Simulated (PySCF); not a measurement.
5-ethenylidene-2H-furan (C6H6O), SMILES C=C=C1C=CCO1. Atoms are numbered in the order given.

```xyz
13

C      0.0196    -2.9695     0.0000
C      0.0234    -1.6543     0.0000
C     -0.0201    -0.3213     0.0000
C     -1.2028     0.5420     0.0000
C     -0.7903     1.8298     0.0000
C      0.7103     1.8529     0.0000
O      1.1120     0.4774     0.0000
H      0.0210    -3.5583    -0.9385
H      0.0210    -3.5583     0.9385
H     -2.2320     0.1635     0.0000
H     -1.4212     2.7286     0.0000
H      1.1374     2.3641     0.8968
H      1.1374     2.3641    -0.8968
```

Geometry: PBE-D3(BJ)/def2-SVP. The values are those of a single conformer.

Two levels are set side by side: PBE/pcSseg-1 (PySCF) and PBE0/pcSseg-1 (PySCF). GIAO shifts against H2O (¹⁷O), TMS (¹H), TMS (¹³C) at the same level; non-relativistic, no solvent, atoms listed together averaged. Differences are taken from unrounded values.

```
quantity                  PBE0    PBE  PBE minus PBE0
-----------------------  -----  -----  --------------
δ(¹³C) of C1 (ppm)       100.5   99.8            -0.8
δ(¹³C) of C2 (ppm)       224.6  222.9            -1.7
δ(¹³C) of C3 (ppm)       150.0  150.6             0.6
δ(¹³C) of C4 (ppm)       138.0  135.8            -2.3
δ(¹³C) of C5 (ppm)       138.6  134.9            -3.7
δ(¹³C) of C6 (ppm)        83.8   87.8             3.9
δ(¹⁷O) of O7 (ppm)       100.5  118.6            18.1
δ(¹H) of H8, H9 (ppm)     6.50   6.54            0.04
δ(¹H) of H10 (ppm)        6.78   6.65           -0.12
δ(¹H) of H11 (ppm)        6.54   6.39           -0.15
δ(¹H) of H12, H13 (ppm)   5.53   5.75            0.22
```

Rough cost on one machine, each run with all the roots and properties that it gave: PBE0 against PBE within a factor of 2.
